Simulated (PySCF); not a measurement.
C2H6F2Si, SMILES FC([SiH2]C)F.

Coordinates come from a B3LYP-D3(BJ)/def2-SVP optimisation. One conformer was computed; it need not be the lowest.

Method: PBE/def2-TZVP (PySCF).

Computed frontier levels, gap, dipole moment and polarisability:
highest occupied level: -6.92 eV
lowest empty level: -0.33 eV
orbital gap: 6.59 eV
dipole moment: 1.40 D
quadrupole, principal values (traceless, Buckingham form, about the centre of nuclear charge): -3.02, -2.79, 5.81 D·Å
mean static polarisability: 54.6 bohr³ (8.09 Å³)
polarisability, principal values: 50.6, 54.2, 58.9 bohr³
